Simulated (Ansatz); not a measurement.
```xyz
8

F    -1.111    1.286   -1.460
Si   -0.887    0.720    0.013
F    -2.201   -0.091    0.405
Si    0.956   -0.726    0.023
H    -0.800    1.885    0.924
H     2.171    0.035   -0.370
H     1.140   -1.267    1.395
H     0.732   -1.841   -0.931
```

Total charge 0; spin multiplicity 1.

Task: List the PBE0/def2-TZVPP orbital energies in eV (Ansatz). (Estimate.)

Result: The calculation gave: Occupied: -1804.50, -1802.83, -674.13, -674.13, -146.62, -145.22, -101.34, -101.30, -101.24, -99.87, -99.87, -99.86, -33.77, -33.29, -16.54, -15.26, -14.13, -13.54, -13.20, -12.49, -12.14, -11.31, -10.26, -10.26, -8.59. Lowest empty: -0.43, -0.41, 0.65, 1.23, 1.52, 1.98, 2.60, 3.83.
